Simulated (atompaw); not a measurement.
**An all-electron radial function and its pseudo partner (Zn (Z = 30))**

Columns: radius, all-electron u(r) and pseudo u(r) of the 4p shell (level -1.23 eV) of zinc in the configuration [Ne] 3s2 3p6 3d10 4s2 4p0; LDA (PW92), scalar-relativistic, PAW (atompaw) scheme, atompaw 4.2.0.5.

| r (bohr) | all-electron | pseudo |
| --- | --- | --- |
| 0.054 | 0.0579 | -0.0115 |
| 0.108 | 0.0976 | -0.0449 |
| 0.162 | 0.0811 | -0.0968 |
| 0.215 | 0.0320 | -0.1606 |
| 0.269 | -0.0277 | -0.2323 |
| 0.323 | -0.0823 | -0.3036 |
| 0.377 | -0.1244 | -0.3676 |
| 0.431 | -0.1516 | -0.4182 |
| 0.485 | -0.1646 | -0.4507 |
| 0.538 | -0.1654 | -0.4623 |
| 0.592 | -0.1565 | -0.4528 |
| 0.646 | -0.1400 | -0.4230 |
| 0.700 | -0.1180 | -0.3760 |
| 0.754 | -0.0921 | -0.3159 |
| 0.808 | -0.0637 | -0.2477 |
| 0.862 | -0.0339 | -0.1765 |
| 0.915 | -0.0039 | -0.1080 |
| 0.969 | 0.0267 | -0.0432 |
| 1.023 | 0.0569 | 0.0144 |
| 1.077 | 0.0864 | 0.0636 |
| 1.131 | 0.1150 | 0.1047 |
| 1.185 | 0.1426 | 0.1390 |
| 1.238 | 0.1685 | 0.1677 |
| 1.292 | 0.1937 | 0.1936 |
| 1.346 | 0.2176 | 0.2176 |
| 1.400 | 0.2403 | 0.2403 |

Q: How many radial nodes do the two functions have?

A: The all-electron 4p function has n − l − 1 = 2; the pseudo-wave has 1, since 1 lower shell of the same l stays in the valence.

Q: Is the pseudo-wave norm-conserving?

A: No, it belongs to a PAW set: the norm inside the radius is not constrained, and the difference is carried by the augmentation charge.
